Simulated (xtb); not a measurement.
IR lines of a molecule C₃H₉BFN from GFN2-xTB (xtb), harmonic, at that method's own minimum (one conformer; lines under 3 % of the strongest left out, lines within 3 cm⁻¹ merged).

ν (cm⁻¹): 472 (vw), 518 (w), 746 (s), 815 (w), 833 (vw), 1028 (vw), 1067 (w), 1086 (w), 1103 (w), 1118 (w), 1184 (s), 1225 (s), 1267 (m), 1340 (w), 1403 (vw), 1412 (w), 1464 (m), 1476 (m), 1480 (w), 1496 (w), 1511 (vs), 2633 (vs), 2917 (m), 2941 (m), 2966 (m), 2997 (w), 3039 (m), 3045 (m) (against the strongest line: vs over 80 %, s over 45 %, m over 15 %, w over 4 %, vw less)

Question: Which molecule gave these data?
A) CCN(C)BF
B) CCB(F)NC
C) CC(C)B(N)F
D) CB(F)N(C)C

Answer: A, CCN(C)BF
